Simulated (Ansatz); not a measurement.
A made-up structure of MgSnH$_{3}$, doublet:

| atom | x (Å) | y (Å) | z (Å) |
| --- | --- | --- | --- |
| Mg1 | 0.5290 | -0.7535 | -0.0188 |
| Sn2 | -1.3361 | 1.9035 | 0.0474 |
| H3 | 1.6205 | -2.3089 | -0.0575 |
| H4 | -1.4922 | -0.1731 | -0.3689 |
| H5 | 0.6788 | 1.3319 | 0.3978 |

It is relaxed with PBE-D4/def2-SVP and then PBE0-D4/def2-TZVP (Ansatz 0.2.0). Atoms count as bonded within 1.22 times the sum of their covalent radii (H–H: 0.88 Å). The end point is not checked to be a true minimum.

Does its bonding change? (A judgement: the text doesn't fix the answer.)

The calculation gives: Yes. Formed: Mg1–H4, Mg1–H5, Sn2–H4, Sn2–H5; broken: none.

Where it ends: The first stage lowers the energy by 0.50 eV in 6 steps. It ends as MgSnH₃ ([H]1[MgH]2[H][Sn]12):
```csv
atom,x (Å),y (Å),z (Å)
Mg1,0.4722,-0.6728,-0.0167
Sn2,-1.1928,1.6994,0.0423
H3,1.4468,-2.0613,-0.0513
H4,-1.3327,-0.1547,-0.3295
H5,0.6064,1.1893,0.3553
```

Labels in which every atom is bracketed show which atoms are joined, not bond orders.

For scale, one of the runs: PBE0-D4/def2-TZVP relaxation, 100 basis functions, launched by `ansatz run in.yaml --threads 2 --pin off --events-out ev --progress --plain --max-ram 4352MiB`. Hardware: 2 CPU threads of an Arm Neoverse V1, shared host. Wall time about 18 s.
